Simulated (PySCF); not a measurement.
Telling isomers of C$_{6}$H$_{7}$FO apart by NMR

PySCF calculation with J couplings at B3LYP/pcJ-1 (spin–dipole term left out of most H,H and C,H couplings), coordinates at the GFN2-xTB level and shieldings: GIAO PBE0/pcSseg-1; rapidly exchanging positions averaged, single conformer, non-relativistic, gas phase.

δ = σ(ref) − σ, references computed at the same level: TMS for 1H and 13C. Multiplet labels drop J under 1 Hz and among equivalent protons, and merge close values. Unscaled 3J(H,H) run several per cent high. Splittings of carbon signals by F and P are missing where no couplings were computed. Where no couplings were computed, multiplicities follow the n + 1 count of equivalent neighbours, and m marks all less simple cases (inequivalent or close neighbours, rings, F or P nearby). One-bond C–F couplings are unscaled and too large by tens of Hz. Shifts are as computed. Against solution values, carbons near 30 ppm lie about +3 ppm off and those near 130 ppm about +5 ppm (rms about the fit 2.1 ppm; single classes can miss by 10 ppm). Of 1328 compounds with measured shifts, 309 miss one by over three times the rms of a fit or turn the order of signals round; such compounds aren't used in these exercises. Signals without a measured value on file couldn't be tested in this way; 1H shifts scatter by 0.2 ppm about their fit, and single ones miss by 0.5 ppm.

(1) Tabulate the signals of `C=C/C(=C/C)C(=O)F`, `C=C/C=C(\C)C(=O)F` and their relative energies.

(2) What is the quickest way to tell C=C/C(=C/C)C(=O)F from C=C/C=C(\C)C(=O)F?

Answers

(1) 
```tsv
SMILES	carbon types	δC	δH	E rel. (kcal/mol)
C=C/C(=C/C)C(=O)F	2×C 2×CH 1×CH2 1×CH3	166.1, 159.8, 141.3, 135.3, 128.1, 20.1	6.77 (dqd, 1H), 6.52 (d of d of quint, 1H), 5.82 (d of d of quint, 1H), 5.76 (d of d of quint, 1H), 2.39 (dq, 3H)	6.8
C=C/C=C(\C)C(=O)F	2×C 2×CH 1×CH2 1×CH3	166.9, 154.2, 140.8, 137.8, 129.3, 13.6	7.62 (m, 1H), 7.04 (m, 1H), 6.10 (m, 1H), 6.09 (m, 1H), 2.16 (s, 3H)	0.0
```

Energies are electronic energies at PBE0/pcSseg-1 on these geometries, without zero-point or thermal terms, each for the one conformer computed, which needn't be the lowest.

(2) Both give the same number of carbon signals, with the same numbers of each carbon type, so the positions decide. The first has a terminal =CH2 carbon at 128.1 ppm, the second a terminal =CH2 carbon at 137.8 ppm. Their most deshielded carbons lie at 166.1 and 166.9 ppm. In the proton spectra the most deshielded non-exchanging signals are 6.77 (dqd, J = 11.5, 8.7, 1.1 Hz, 1H) and 7.62 (m, 1H).
